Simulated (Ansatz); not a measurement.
`[CH3][Sb]([OH])[TeH]`. Total charge 0; spin multiplicity 1. Sb, Te: def2 effective core potential. Geometry: relaxed with PBE0-D4/def2-TZVP. It is one conformer, not always the lowest.

```xyz
9

C    -0.481   -1.247   -0.001
Sb    1.325   -0.102   -0.044
O     0.644    0.881   -1.613
Te    0.603    1.649    1.983
H    -0.608   -1.707    0.978
H    -1.310   -0.574   -0.216
H    -0.426   -2.019   -0.770
H     1.254    1.570   -1.894
H    -1.002    1.549    1.577
```

What is the dipole moment at B3LYP/def2-TZVPP? (An estimate is asked.)

Ansatz gave: 1.45 D, with components (0.98, -1.03, -0.25) D in this frame, pointing from negative to positive charge.

And with PBE, r2SCAN, ωB97M-V? (Best estimate.)

Computed: PBE 1.31 D, r2SCAN 1.33 D, ωB97M-V 1.47 D.

Give the Mulliken charges with B3LYP, r2SCAN, PBE in def2-TZVPP. (An estimate is asked.)

Ansatz gave: 
```
atom  B3LYP  r2SCAN    PBE
  C1  -0.55   -0.45  -0.53
 Sb2   0.66    0.62   0.57
  O3  -0.52   -0.53  -0.47
 Te4  -0.15   -0.17  -0.15
  H5   0.13    0.11   0.14
  H6   0.14    0.12   0.14
  H7   0.13    0.11   0.13
  H8   0.17    0.19   0.18
  H9  -0.02   -0.01  -0.01
```

B3LYP here is the variant with VWN-RPA as its local correlation; programs differ in this.
